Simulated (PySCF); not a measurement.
Bonds broken one at a time in the series silaethenyl-X. Isolated molecules, 0 K electronic values unless said otherwise. One relaxed conformer stands for each flexible species; it need not be the lowest. Strings in code marks are SMILES. In the def2 sets, heavy atoms carry core potentials. All members: neutral, multiplicity 1. Level: PBE0-D3(BJ)/def2-TZVP (PySCF), beside PBE-D3(BJ)/def2-TZVP // PBE0-D3(BJ)/def2-TZVP (PySCF) at the same geometries.  Orbital energies are measured against the vacuum level.

```tsv
species	HOMO, PBE (eV)	HOMO, PBE0-D3(BJ) (eV)
`C=[SiH]C(=O)O` (C–Si–C–O torsion 0°, Si–C–O–H torsion -180°)	-5.93	-6.89
`C=[SiH][SiH3]`	-5.68	-6.61
`C=[SiH]I`	-5.62	withheld
`C=[SiH]C(C)C` (C–Si–C–C torsion 1°)	-5.25	-6.21
`C=[SiH]CC` (C–Si–C–C torsion 1°)	-5.24	-6.21
`C=[SiH]O` (C–Si–O–H torsion 0°)	-5.16	-6.20
`C=[SiH]OC` (C–Si–O–C torsion 0°)	-5.11	-6.14
`C=[SiH]N(C)C` (C–Si–N–C torsion 0°)	-4.52	-5.54
```

Q: Fit y = a + b·x, y being the HOMO at the first level, to the 7 complete rows by least squares, with x = the PBE value in eV. Give a, b and the rms residual, and predict the withheld value.

A: Means of the 7 rows: x̄ = -5.27, ȳ = -6.2571 eV. Σ(x − x̄)² = 1.2052 and Σ(x − x̄)(y − ȳ) = 1.1276, so b = 0.936 and a = ȳ − b·x̄ = -1.324 eV. The rms residual is 0.029 eV. At x = -5.62 the line gives -6.58 eV. The run for `C=[SiH]I` gave -6.60 eV, so the line is off by 0.02 eV, within twice the rms residual.

Codes: PySCF.
